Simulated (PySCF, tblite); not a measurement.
Isomers of C6H5F2O (doublet state). Level: GFN2-xTB in tblite, geometry and Hessian alike; calculated harmonic values, unscaled, isolated species. Against measured fundamentals such values can be off by several per cent, at times by over 20. One conformer each. Open shells enter through the occupations alone, without spin polarisation, and single modes of such species can be off by tens of per cent.

Electronic energies: B3LYP/pcH-1 single points on the GFN2-xTB geometries (PySCF, gas phase).

```csv
SMILES,"electronic energy, lowest = 0 (kJ/mol)"
O[C]1C=C(F)C=C[C@H]1F,0.0
OC1=C(F)C=C[C@@H](F)[CH]1,18.9
OC1=C(F)[CH]CC(F)=C1,4.0
O=C=C(F)[C@@H]1[CH][C@@H](F)C1,250.3
OC1=C(F)C=C[C](F)C1,16.5
```

Problem. How do GFN2-xTB zero-point energies change the relative energies?

Solution. 
```csv
SMILES,ZPE (kJ/mol),of it from modes above 1550 cm⁻¹,electronic (kJ/mol),"with ZPE, lowest = 0 (kJ/mol)",lowest mode (cm⁻¹),rings
O[C]1C=C(F)C=C[C@H]1F,247.3,102.9,0.0,0.0,61,1
OC1=C(F)[CH]CC(F)=C1,247.4,111.2,4.0,4.1,91,1
OC1=C(F)C=C[C](F)C1,246.6,102.0,16.5,15.9,97,1
OC1=C(F)C=C[C@@H](F)[CH]1,246.7,102.8,18.9,18.4,70,1
O=C=C(F)[C@@H]1[CH][C@@H](F)C1,242.1,103.3,250.3,245.1,39,1
```

The zero-point energies span 5.3 kJ/mol, from `O=C=C(F)[C@@H]1[CH][C@@H](F)C1` to `OC1=C(F)[CH]CC(F)=C1`. The order is unchanged.

Problem. And how do the electronic energies of GFN2-xTB itself compare?

Solution. `O[C]1C=C(F)C=C[C@H]1F` 13.6; `OC1=C(F)[CH]CC(F)=C1` 0.0; `OC1=C(F)C=C[C](F)C1` 13.0; `OC1=C(F)C=C[C@@H](F)[CH]1` 27.1; `O=C=C(F)[C@@H]1[CH][C@@H](F)C1` 231.3 kJ/mol, lowest = 0. Against the energies above, taken from the same isomer `O[C]1C=C(F)C=C[C@H]1F`, the largest difference is 32.6 kJ/mol.

Problem. What do entropy and thermal enthalpy add at 298.15 K and 1 bar (rigid rotor, harmonic oscillator, one conformer each)?

Solution. 
| SMILES | point group | symmetry number | S (J/(mol K)) | H − H(0) (kJ/mol) | ZPE + H − H(0) − TS (kJ/mol) |
| --- | --- | --- | --- | --- | --- |
| O[C]1C=C(F)C=C[C@H]1F | C1 | 1 | 373.3 | 23.47 | 159.4 |
| OC1=C(F)[CH]CC(F)=C1 | Cs | 1 | 371.5 | 23.56 | 160.2 |
| OC1=C(F)C=C[C](F)C1 | Cs | 1 | 374.6 | 23.97 | 158.9 |
| OC1=C(F)C=C[C@@H](F)[CH]1 | C1 | 1 | 372.5 | 23.43 | 159.1 |
| O=C=C(F)[C@@H]1[CH][C@@H](F)C1 | C1 | 1 | 406.9 | 26.53 | 147.3 |

S holds R ln(2S + 1) for the spin.
